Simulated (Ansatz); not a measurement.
The cluster Mo2O6. Total charge 0; singlet. Geometry r2SCAN-D4/def2-SVP.

```xyz
8

Mo   -0.037    1.110    0.157
Mo    0.574   -1.327   -0.908
O     1.250    1.476    1.158
O    -1.701    1.848    0.721
O    -1.613    0.445    0.983
O     1.877   -1.837    0.046
O    -0.845   -2.204   -0.623
O     0.496    0.490   -1.534
```

In the def2 sets Mo takes a core potential; there is no spin–orbit coupling. The structure holds one bond between oxygen atoms, so isomers without such links may lie far lower. The restricted singlet is unstable towards broken spin symmetry in Hartree–Fock (as tested in another run); at PBE-D4/def2-TZVP, r2SCAN-D4/def2-TZVP, PBE0-D4/def2-TZVP, r2SCAN0-D4/def2-TZVP and others this wasn't settled. Another isomer (singlet) lies 4.58 eV lower at PBE0-D4/def2-TZVP; other spin states weren't run for this one.

Problem. Estimate the orbital energies around the gap (eV) in Ansatz with PBE-D4/def2-TZVP, r2SCAN-D4/def2-TZVP, PBE0-D4/def2-TZVP, r2SCAN0-D4/def2-TZVP, ωB97X-V/def2-TZVP.

Solution. 
| orbital | PBE-D4/def2-TZVP | r2SCAN-D4/def2-TZVP | PBE0-D4/def2-TZVP | r2SCAN0-D4/def2-TZVP | ωB97X-V/def2-TZVP |
| --- | --- | --- | --- | --- | --- |
| HOMO−5 | -8.99 | -9.38 | -10.66 | -10.92 | -13.08 |
| HOMO−4 | -8.68 | -9.07 | -10.33 | -10.62 | -12.75 |
| HOMO−3 | -8.52 | -8.86 | -10.03 | -10.27 | -12.36 |
| HOMO−2 | -7.94 | -8.30 | -9.59 | -9.86 | -11.98 |
| HOMO−1 | -6.91 | -7.18 | -8.32 | -8.57 | -10.69 |
| HOMO | -6.77 | -7.04 | -8.06 | -8.26 | -10.17 |
| LUMO | -5.17 | -5.15 | -4.61 | -4.61 | -2.74 |
| LUMO+1 | -4.53 | -4.52 | -3.86 | -3.85 | -1.70 |
| LUMO+2 | -3.79 | -3.77 | -3.04 | -3.05 | -0.88 |
| LUMO+3 | -3.40 | -3.40 | -2.71 | -2.72 | -0.52 |
| LUMO+4 | -2.47 | -2.39 | -1.67 | -1.64 | 0.47 |
| LUMO+5 | -2.05 | -1.96 | -1.23 | -1.18 | 0.93 |
